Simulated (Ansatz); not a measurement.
Species: HgI, net charge 0, doublet state. The spin state was set by rule; other spins were not relaxed. 
Coordinates optimised at B3LYP-D3(BJ)/def2-TZVP (Ansatz, a first-principles code):
```xyz
2

Hg     0.0000     0.0000    -1.1303
I      0.0000     0.0000     1.7061
```
Charge 0, spin multiplicity 2.

Basis-set convergence of Hartree-Fock and MP2 correlation energies (hartree) with Ansatz. Valence correlation only, unless marked. UHF or UKS for open shells. No spin-orbit coupling. Frozen are the shells of the preceding noble gas and the d and f shells that filled before the atom's block. In def2 rows, elements after Kr have scalar-relativistic effective core potentials.

```tsv
basis	functions	E(HF)	E(corr, MP2)
def2-SVPD	70	-449.20953	-0.38764
def2-TZVPPD	121	-449.22280	-0.55251
def2-QZVPPD	179	-449.22434	-0.59523
```

Extrapolating the two largest sets (X = 3 and 4) as X^-3: E(corr) = (64·(-0.59523) - 27·(-0.55251))/37 = -0.6264 Eh, an estimate of the basis-set limit. The largest set recovers 95.0 % of it, the smallest 61.9 %.
